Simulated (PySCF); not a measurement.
Computed Raman spectrum (relative Raman activity) of a molecule CH₄Cl₂OSi₂. Coordinates come from a PBE-D3(BJ)/def2-SVP optimisation. Other conformers were not sampled. Computed with PBE-D3(BJ)/def2-SVP in PySCF. Frequencies are harmonic and unscaled.

Lines under 2 % of the strongest are left out, and lines within 2 cm⁻¹ are merged.

ν (cm⁻¹): 329 (w), 419 (w), 435 (w), 560 (vw), 636 (w), 734 (w), 779 (w), 936 (w), 1404 (w), 2154 (vs), 2165 (s), 2962 (s), 3023 (m) (against the strongest line: vs over 80 %, s over 45 %, m over 15 %, w over 4 %, vw less)

Q: Pick the molecule that these values belong to.
A) Cl[Si]1(Cl)CO[SiH2]1
B) Cl[Si@@H]1CO[Si@H]1Cl
C) Cl[Si@@H]1C[Si@H](Cl)O1
D) Cl[Si]1(Cl)C[SiH2]O1

A: A, Cl[Si]1(Cl)CO[SiH2]1
